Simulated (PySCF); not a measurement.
SnH3, SMILES [SnH3], multiplicity 2. Atoms are numbered in the order given.

```xyz
4

Sn     0.0000     0.0000    -0.0321
H      1.4018     0.8093     0.5345
H     -1.4018     0.8093     0.5345
H      0.0000    -1.6187     0.5345
```
Charge 0, spin multiplicity 2.

Coordinates come from a PBE0-D3(BJ)/def2-TZVPD optimisation. The spin state was assumed, not searched. The isomer is the one that the SMILES or the coordinates give; other isomers of the formula were not compared. The def2 effective core potentials stand for the cores of Sn; spin–orbit coupling is left out.

These are TDA-B3LYP/def2-TZVPD (PySCF) values and carry that method's errors.

Vertical excitations; the highest root listed may be one member of a degenerate set. Gas-phase values at a fixed geometry.

```
state    energy (eV)  λ (nm)      f                      main pairs
-------  -----------  ------  -----  ------------------------------
root 1          4.08     304  0.005    β HOMO→LUMO (degenerate set)
root 2          4.08     304  0.005  β HOMO−1→LUMO (degenerate set)
root 3          4.46     278  0.029                α HOMO→LUMO 98 %
root 4          4.98     249  0.046  α HOMO→LUMO+2 (degenerate set)
root 5          4.98     249  0.046  α HOMO→LUMO+1 (degenerate set)
root 6          5.69     218  0.190              α HOMO→LUMO+3 97 %
root 7          6.38     194  0.058  α HOMO→LUMO+5 (degenerate set)
root 8          6.38     194  0.058  α HOMO→LUMO+4 (degenerate set)
root 9          6.79     182  0.013  α HOMO→LUMO+7 (degenerate set)
root 10         6.79     182  0.013  α HOMO→LUMO+6 (degenerate set)
```
Unrestricted roots are not spin-pure.
